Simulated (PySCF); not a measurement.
These are TPSSh-D3(BJ)/def2-TZVP // PBE-D3(BJ)/def2-SVP run with PySCF values and carry that method's errors. All species are isolated molecules in the gas phase. 

Reference species: [Mo(=O)2(F)2] (neutral, multiplicity 1).

```yaml
LUMO: -3.90 eV
HOMO–LUMO gap: 5.26 eV
HOMO: -9.16 eV
```

Changed species: [V(=O)(F)3] (M = V, oxo; the reference has M = Mo, dioxo).

Q: Give the shifts of the LUMO, HOMO–LUMO gap and HOMO.

A: the LUMO decreases by 0.80 eV, to -4.70 eV; the HOMO–LUMO gap rises by 0.39 eV, to 5.65 eV; the HOMO falls by 1.19 eV, to -10.35 eV.
